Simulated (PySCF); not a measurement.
Compound: BCl2I.
SMILES: `ClB(Cl)I`

The calculation used PySCF 2.14.0, PBE0-D3(BJ)/def2-SVP geometry optimisation, gas phase, def2 core potentials past Kr.

Masses are those of the commonest isotopes; rigid-rotor values at the optimised geometry. 

**Question.** Give the principal moments of inertia and the rotational constants in GHz.

**Answer.** Ia = 158.27, Ib = 417.25, Ic = 575.52 u·Å²; 505379 MHz·u·Å²/I gives 3193, 1211 and 878.1 MHz, that is A = 3.1932, B = 1.2112, C = 0.8781 GHz.

**Question.** What kind of rotor is it?

**Answer.** An asymmetric top. Ray's parameter κ = (2B − A − C)/(A − C) = -0.712; −1 is the prolate and +1 the oblate limit.

**Question.** What does the inertial defect say?

**Answer.** Planar: Δ = Ic − Ia − Ib = 0.00 u·Å². For a rigid frame Δ = −2 Σ m c², so it vanishes when all atoms lie in the ab plane; here none is more than 0.01 Å from it.

The dipole components are |μa| = 0.04 D, |μb| = 0.00 D, |μc| = 0.00 D.

**Question.** Estimate the classical rotational partition function at 10 K, 25 K and 298.15 K.

**Answer.** Point group C2v, symmetry number σ = 2; q = (√π/σ)·√((kT/h)³/(ABC)), k/h = 20836.6 MHz/K: 1450 at 10 K, 5720 at 25 K, 235000 at 298.15 K.

Atoms past krypton carry def2 core potentials. Whether it is a minimum is left open (no frequencies). Zero-point vibration and centrifugal distortion are left out. Quadrupole hyperfine structure (11B, 35Cl, 127I) is left out.

On an x86-64 server with one thread, no GPU, on a shared host, this took 9.0 s wall. This is the geometry optimisation.
